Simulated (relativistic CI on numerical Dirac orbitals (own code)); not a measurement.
# Tm25+: computed level list

Computed by Dirac-Coulomb-Breit CI, KLI orbitals optimised for each configuration, model QED, unscaled Slater integrals (own radial code, finite nucleus).

CI space (outside the closed core [Ar] 3d10): 4s2 4p6 4d8, 4s2 4p5 4d9, 4s2 4p6 4d7 4f, 4s 4p6 4d9, 4s2 4p5 4d8 4f, 4s 4p6 4d8 4f, 4s2 4p6 4d7 5s, 4s2 4p6 4d7 5p, 4s2 4p6 4d6 4f 5s, 4s2 4p6 4d7 5d, 4s2 4p5 4d8 5s, 4s2 4p6 4d6 5s 5p, 4s2 4p6 4d7 5f, 4s2 4p6 4d7 6s, 4s2 4p6 4d7 6p, 4s 4p6 4d7 4f 5s, 4p6 4d9 4f, 4s2 4p5 4d8 5d, 4s 4p6 4d8 5s, 4s2 4p6 4d7 6f, 4s 4p6 4d8 5p, 4s2 4p6 4d7 7p, 4s 4p6 4d7 5s 5p, 4p6 4d10, 4p5 4d10 4f, 4s2 4p6 4d6 5s2, 4s2 4p6 4d5 4f 5s2, 4s2 4p5 4d6 4f 5s2, 4s 4p6 4d6 4f 5s2, 4p6 4d9 5s, 4p5 4d10 5s, 4p5 4d9 4f 5s. Double excitations out of closed p, d and f shells are left out; levels of such configurations are missing from the list, as are those of other unlisted configurations, and high levels can miss mixing partners. These lack a partner that the ground configuration has and come out too high: 4s2 4p5 4d8 5d.

The lowest level is 4s2 4p6 4d8 3F_4, with 91 % of that term; Hund's rules for 4s2 4p6 4d8 give 3F with J = 4, in agreement.

```csv
No.,Configuration,Term,J,E (eV),%,Next component (%),jj configuration (%)
1,4s2 4p6 4d8,3F,4,0.000,91,9 1G,4d5/2^4 (97)
2,4s2 4p6 4d8,1D,2,3.341,49,37 3P,4d5/2^4 (98)
3,4s2 4p6 4d8,3P,0,9.983,67,32 1S,4d5/2^4 (92)
4,4s2 4p6 4d8,3F,3,10.297,99,1 4s2 4p5 4d8 4f 3F,4d3/2^3 4d5/2^5 (99)
5,4s2 4p6 4d8,3P,2,13.549,51,38 3F,4d3/2^3 4d5/2^5 (95)
6,4s2 4p6 4d8,3P,1,15.280,99,1 4s2 4p5 4d8 4f 3P,4d3/2^3 4d5/2^5 (99)
7,4s2 4p6 4d8,1G,4,15.812,91,9 3F,4d3/2^3 4d5/2^5 (97)
8,4s2 4p6 4d8,3F,2,23.287,48,40 1D,4d3/2^2 4d5/2^6 (96)
9,4s2 4p6 4d8,1S,0,33.366,68,32 3P,4d3/2^2 4d5/2^6 (92)
10,4s2 4p5 4d9,1D°,2,155.195,48,26 3P°,4p3/2^3 4d5/2^5 (80)
11,4s2 4p5 4d9,3F°,4,155.244,89,10 4s2 4p6 4d7 4f 3F°,4p3/2^3 4d5/2^5 (89)
12,4s2 4p5 4d9,3D°,3,156.700,58,25 4s2 4p6 4d7 4f 3D°,4p3/2^3 4d5/2^5 (64)
13,4s2 4p5 4d9,3P°,1,164.603,41,27 1P°,4p3/2^3 4d5/2^5 (66)
14,4s2 4p5 4d9,3D°,2,165.714,44,20 4s2 4p6 4d7 4f 3D°,4p3/2^3 4d3/2^3 4d5/2^6 (73)
15,4d7(4F) 4f,5G°,5,167.044,51,18 3G°,4d5/2^3 4f5/2 (68)
16,4d7(4F) 4f,5G°,4,167.373,32,24 3G°,4d5/2^3 4f5/2 (88)
17,4d7(4F) 4f,5G°,6,168.068,67,15 5H°,4d5/2^3 4f7/2 (52)
18,4s2 4p5 4d9,3D°,1,168.657,37,25 3P°,4p3/2^3 4d3/2^3 4d5/2^6 (66)
19,4d7(4F) 4f,5S°,2,169.473,32,26 5P°,4d5/2^3 4f5/2 (81)
20,4s2 4p5 4d9,3P°,0,169.717,78,20 4s2 4p6 4d7 4f 3P°,4p3/2^3 4d3/2^3 4d5/2^6 (78)
21,4d7(2G) 4f,3F°,3,169.785,23,23 5F°,4d5/2^3 4f5/2 (64)
22,4d7(2D) 4f,3F°,2,170.378,46,24 5G°,4d5/2^3 4f5/2 (82)
23,4d7(4F) 4f,5H°,7,171.069,38,23 5I°,4d5/2^3 4f5/2 (62)
24,4s2 4p5 4d9,3F°,3,171.432,41,21 1F°,4p3/2^3 4d3/2^3 4d5/2^6 (59)
25,4d7(2P) 4f,3G°,4,171.826,28,21 5F°,4d5/2^3 4f5/2 (68)
26,4d7(4F) 4f,5I°,8,172.170,67,29 3K°,4d5/2^3 4f7/2 (96)
27,4d7(2D) 4f,3F°,3,172.560,35,18 5D°,4d5/2^3 4f5/2 (61)
28,4d7(4F) 4f,3H°,6,172.681,35,18 3I°,4d5/2^3 4f5/2 (61)
29,4d7(2P) 4f,3D°,1,172.969,52,18 5D°,4d5/2^3 4f5/2 (74)
30,4d7(4F) 4f,3D°,2,173.151,33,17 3P°,4d5/2^3 4f7/2 (84)
31,4d7(4F) 4f,5F°,5,173.873,39,36 3G°,4d5/2^3 4f7/2 (70)
32,4d7(4F) 4f,3I°,7,173.931,35,31 5H°,4d5/2^3 4f7/2 (58)
33,4d7(4P) 4f,5D°,0,174.753,60,35 3P°,4d5/2^3 4f5/2 (82)
34,4d7(4F) 4f,5P°,3,174.876,30,19 5D°,4d5/2^3 4f7/2 (42)
35,4d7(2P) 4f,3F°,4,175.455,30,22 5D°,4d5/2^3 4f7/2 (51)
36,4d7(4P) 4f,5D°,2,175.698,42,19 3D°,4d3/2^3 4d5/2^4 4f5/2 (41)
37,4d7(4P) 4f,5D°,1,176.378,43,25 3P°,4d5/2^3 4f5/2 (50)
38,4d7(4F) 4f,5G°,3,176.390,42,17 3G°,4d3/2^3 4d5/2^4 4f5/2 (76)
39,4d7(2D) 4f,3F°,3,176.887,28,20 5G°,4d5/2^3 4f5/2 (70)
40,4d7(4F) 4f,5H°,5,177.400,46,11 3H°,4d3/2^3 4d5/2^4 4f5/2 (52)
41,4d7(4F) 4f,5G°,4,177.561,22,18 5D°,4d3/2^3 4d5/2^4 4f5/2 (45)
42,4d7(4F) 4f,3F°,4,178.158,39,19 5G°,4d3/2^3 4d5/2^4 4f5/2 (39)
43,4d7(2D) 4f,3H°,5,178.356,36,21 5I°,4d5/2^3 4f5/2 (60)
44,4d7(2D) 4f,3D°,2,178.549,32,24 5F°,4d3/2^3 4d5/2^4 4f5/2 (63)
45,4d7(4F) 4f,5D°,1,178.883,31,26 3P°,4d3/2^3 4d5/2^4 4f5/2 (50)
46,4d7(4P) 4f,5G°,6,178.894,34,33 3H°,4d5/2^3 4f7/2 (73)
47,4d7(2P) 4f,3F°,4,179.066,22,15 5D°,4d5/2^3 4f7/2 (38)
48,4d7(2D) 4f,3G°,3,179.640,29,28 5H°,4d3/2^3 4d5/2^4 4f5/2 (62)
49,4d7(2G) 4f,3P°,2,180.008,23,14 5G°,4d3/2^3 4d5/2^4 4f5/2 (52)
50,4d7(2D) 4f,3F°,4,180.101,20,18 5D°,4d5/2^3 4f7/2 (47)
51,4s2 4p6 4d7 4f,3D°,2,180.261,25,16 1D°,4d5/2^3 4f7/2 (44)
52,4d7(4F) 4f,5H°,6,180.376,33,33 3H°,4d3/2^3 4d5/2^4 4f7/2 (69)
53,4d7(4F) 4f,5P°,1,180.476,24,22 5F°,4d3/2^3 4d5/2^4 4f5/2 (68)
54,4d7(4F) 4f,5G°,5,180.607,29,26 3H°,4d3/2^3 4d5/2^4 4f7/2 (45)
55,4d7(4F) 4f,3F°,2,180.618,24,22 5D°,4d3/2^3 4d5/2^4 4f5/2 (68)
56,4d7(4F) 4f,5F°,3,180.901,34,22 5D°,4d3/2^3 4d5/2^4 4f7/2 (53)
57,4d7(4P) 4f,5D°,0,181.030,53,37 3P°,4d3/2^3 4d5/2^4 4f5/2 (80)
58,4d7(2F) 4f,3H°,4,181.564,54,22 3F°,4d3/2^3 4d5/2^4 4f5/2 (76)
59,4d7(4F) 4f,5I°,6,181.871,26,18 3K°,4d3/2^3 4d5/2^4 4f5/2 (77)
60,4s2 4p6 4d7 4f,3D°,2,181.932,20,15 5D°,4d3/2^3 4d5/2^4 4f5/2 (50)
61,4d7(4F) 4f,5F°,5,182.001,23,21 3G°,4d3/2^3 4d5/2^4 4f7/2 (50)
62,4d7(4F) 4f,5I°,7,182.272,54,23 3L°,4d3/2^3 4d5/2^4 4f5/2 (51)
63,4d7(2H) 4f,3G°,3,182.278,29,25 3F°,4d3/2^3 4d5/2^4 4f5/2 (35)
64,4d7(4F) 4f,3H°,5,182.669,40,31 3G°,4d3/2^3 4d5/2^4 4f5/2 (46)
65,4d7(4F) 4f,3D°,3,182.761,39,13 1F°,4d3/2^3 4d5/2^4 4f7/2 (51)
66,4d7(2G) 4f,3I°,6,182.826,30,23 3K°,4d3/2^3 4d5/2^4 4f5/2 (77)
67,4d7(2H) 4f,3G°,4,182.916,31,22 3F°,4d3/2^3 4d5/2^4 4f7/2 (73)
68,4d7(4F) 4f,3D°,1,183.153,60,19 3P°,4d3/2^3 4d5/2^4 4f7/2 (84)
69,4d7(2H) 4f,3G°,5,183.383,45,23 3H°,4d3/2^3 4d5/2^4 4f5/2 (40)
70,4d7(2H) 4f,3L°,8,183.469,67,15 3K°,4d3/2^3 4d5/2^4 4f5/2 (62)
```

Energies count from the lowest computed level; ° marks odd parity. Percentages are summed over parent terms; the parents shown are those of the largest component, closed shells are left out there. Filled j subshells are mostly left out of the jj labels.

The mean weight of the leading LS term, summed over parents, in these 70 levels is 44 %, and that of the leading jj configuration (from the same eigenvectors) 67 %, so jj coupling describes them better and the LS labels are nominal.

At this charge energies of transitions that change n are usually good to better than 1 %, and those within a shell (Δn = 0) to a few per cent. Terms inside the open d or f shell come out 10 to 20 % too wide with unscaled integrals.

LS names give the leading component of a level, which can be under half, so a name can repeat, a term be missing and a line seem to break the LS rules.
